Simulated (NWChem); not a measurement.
System: C₃H₄OSi; SMILES C#C[SiH2]C=O

```xyz
9

C      0.6091    -2.7368    -0.0118
C      0.0503    -1.6553    -0.0045
Si    -0.7249     0.0045     0.0047
C      0.6445     1.3745     0.0264
O      0.3273     2.5353    -0.0261
H      1.0969    -3.6960    -0.0185
H     -1.5640     0.1778     1.2248
H     -1.5557     0.2007    -1.2166
H      1.7289     1.0789     0.0927
```
Atoms are numbered in this order, from 1.

All runs: NWChem. Medium grid unless said otherwise, to which SCAN and Minnesota functionals are sensitive. Coordinates come from a PBE0/def2-SVP optimisation. Hybrids' shares of exact exchange are those that their runs print; pure functionals count as 0. The functionals differ in more than this share.

| row | share of exact exchange | orbital gap (eV) |
|---|---|---|
| PBE/def2-SVP | 0.00 | 2.81 |
| RPBE/def2-SVP | 0.00 | 2.86 |
| B3LYP/def2-SVP | 0.20 | 4.96 |
| r2SCAN0/def2-SVP | 0.25 | 5.71 |
| MPW1K/def2-SVP | 0.43 | 7.30 |
| Hartree-Fock/def2-SVP | 1.00 | withheld |

Question: Fit a straight line of the last column on the one before it, predict the withheld value, and compare with the run.

Answer: 
1. Means of the 5 shown rows: x = 0.176, y = 4.728. Slope Σ(x − x̄)(y − ȳ)/Σ(x − x̄)² = 1.398/0.1325 = 10.55; intercept 2.871.
2. The shown rows scatter about the line by 0.106 (root mean square); the largest residual is +0.20, at r2SCAN0/def2-SVP.
3. At x = 1.00 (Hartree-Fock/def2-SVP; beyond the shown range) the line gives 13.42.
4. The run gives 13.09, -0.33 from the line, 3.1 times the scatter.
